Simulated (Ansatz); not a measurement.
```yaml
crystal:
  periodic: [false, false, false]
  atoms:
    - {symbol: C, position_ang: [-0.683958, -1.619825, 0.336212]}
    - {symbol: C, position_ang: [0.311529, -0.646528, 0.115063]}
    - {symbol: C, position_ang: [-0.311536, 0.646487, -0.115274]}
    - {symbol: C, position_ang: [0.683953, 1.619796, -0.336363]}
    - {symbol: C, position_ang: [1.963883, 0.957653, -0.249656]}
    - {symbol: C, position_ang: [3.284550, 1.434894, -0.385125]}
    - {symbol: C, position_ang: [4.368717, 0.551067, -0.249200]}
    - {symbol: C, position_ang: [4.152999, -0.820548, 0.023640]}
    - {symbol: C, position_ang: [2.845016, -1.322567, 0.163597]}
    - {symbol: C, position_ang: [1.743800, -0.460656, 0.032406]}
    - {symbol: C, position_ang: [-1.743803, 0.460637, -0.032508]}
    - {symbol: C, position_ang: [-2.845018, 1.322550, -0.163692]}
    - {symbol: C, position_ang: [-4.152997, 0.820554, -0.023622]}
    - {symbol: C, position_ang: [-4.368711, -0.551029, 0.249386]}
    - {symbol: C, position_ang: [-3.284543, -1.434846, 0.385367]}
    - {symbol: C, position_ang: [-1.963881, -0.957641, 0.249716]}
    - {symbol: H, position_ang: [-0.544777, -2.691450, 0.539407]}
    - {symbol: H, position_ang: [0.544770, 2.691424, -0.539543]}
    - {symbol: H, position_ang: [3.466090, 2.502562, -0.598036]}
    - {symbol: H, position_ang: [5.399079, 0.930011, -0.356236]}
    - {symbol: H, position_ang: [5.015321, -1.499984, 0.127230]}
    - {symbol: H, position_ang: [2.685189, -2.393166, 0.376251]}
    - {symbol: H, position_ang: [-2.685193, 2.393130, -0.376447]}
    - {symbol: H, position_ang: [-5.015321, 1.499981, -0.127259]}
    - {symbol: H, position_ang: [-5.399072, -0.929969, 0.356439]}
    - {symbol: H, position_ang: [-3.466084, -2.502517, 0.598258]}
basis:
  gaussian: {orbitals: def2-TZVP, initial_orbitals: start.molden}
total_charge: -1
magnetization: {spin_polarized: true, initial_magnetization: 1}
hamiltonian: {xc: pbe0, dispersion: d4}
scf: {omitted_lower_state_checks: [starts]}
output: {orbitals: {seedname: orbitals}}
```

The file start.molden holds the orbitals of an earlier run on this structure, at another level or in another basis.

```sh
$ ansatz run in.yaml --threads 4 --pin off --events-out ev --progress --plain --max-ram 6963MiB
```

Does this run fit into the memory that it is given?

No. It has 556 basis functions, and Ansatz plans for 9 GiB where 7 GiB are given.
